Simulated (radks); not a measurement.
Values are calculated unless marked as measured or tabulated.
Question: All-electron atom: Pr22+ in [Kr] 4d1. Level of theory: scalar-relativistic Kohn-Sham, PBE, spin-polarised, spherical densities, finite nucleus; open shells are filled with parallel spins first (spin-orbit coupling, left out, can overturn this in heavy ions); Fermi nuclear charge, rms radius 4.8919 fm (a radial shooting solver on a logarithmic mesh with Libxc functionals). Some entries of the table are withheld. Estimate them.

orbital,occ.,eigenvalue (eV),<r> (bohr),r(max) (bohr)
1s up,1,-42451.59,0.02410,0.01542
1s down,1,-42451.58,0.02410,0.01542
2s up,1,-7365.499,0.1030,0.08723
2s down,1,-7364.790,0.1030,0.08723
2p up,3,-6658.964,0.09048,0.07026
2p down,3,-6658.411,0.09048,0.07026
3s up,1,-2063.963,0.2704,0.2481
3s down,1,-2063.609,0.2704,0.2481
3p up,3,-1840.045,0.2680,0.2426
3p down,3,-1839.644,0.2679,0.2427
3d up,5,-1529.524,0.2442,0.1989
3d down,5,-1528.916,0.2441,0.1989
4s up,1,-837.5578,0.5769,0.5560
4s down,1,-835.2601,0.5769,0.5558
4p up,3,-757.7213,0.5957,0.5724
4p down,3,-755.4411,0.5959,0.5723
4d up,1,(1),(2),(3)
4d down,0,(4),(5),(6)
5s up,0,-447.4349,1.034,1.047
5s down,0,-446.3648,1.035,1.048
5p up,0,-413.2876,1.077,1.093
5p down,0,-412.2586,1.078,1.094

Answer: 
(1) 4d up eigenvalue (eV): -644.4821
(2) 4d up <r> (bohr): 0.6112
(3) 4d up r(max) (bohr): 0.5791
(4) 4d down eigenvalue (eV): -642.2452
(5) 4d down <r> (bohr): 0.6115
(6) 4d down r(max) (bohr): 0.5789
